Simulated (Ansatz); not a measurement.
Ag2I⁺. Total charge 1; triplet. Geometry PBE-D4/def2-TZVP; atoms count from 1.

Cartesian coordinates in Å:
```
Ag 0.731 -0.860 1.828
Ag -0.860 -0.367 -1.934
I 0.129 1.227 0.106
```

In the def2 sets Ag, I take a core potential; there is no spin–orbit coupling. At PBE0-D4/def2-TZVP a singlet of charge 1 lies 3.26 eV below the triplet, each at its own geometry. The structure comes from a short search, and lower isomers may exist.

Q: Estimate the Mulliken populations from the PBE0/def2-TZVP orbitals of Ansatz.

A: 
| atom | charge (e) | spin (α − β) | d electrons |
| --- | --- | --- | --- |
| Ag1 | 0.32 | 0.50 | 9.92 |
| Ag2 | 0.32 | 0.51 | 9.92 |
| I3 | 0.35 | 0.99 | – |
Mulliken values and Mayer orders depend strongly on the basis.

Q: Where does the spin sit?

A: Summed by element: Ag 1.01, I 0.99, of 2 unpaired in all. Largest on single atoms: I3 0.99, Ag2 0.51, Ag1 0.50.

Q: And the Mayer bond orders between bonded heavy atoms (over 0.3)?

A: Ag1–I3 0.53 (2.77 Å); Ag2–I3 0.53 (2.77 Å). Values over 0.3 also appear between atoms too far apart for a bond (Ag1–Ag2 0.46 at 4.11 Å); they arise where an orbital or an unpaired electron spreads over both atoms.
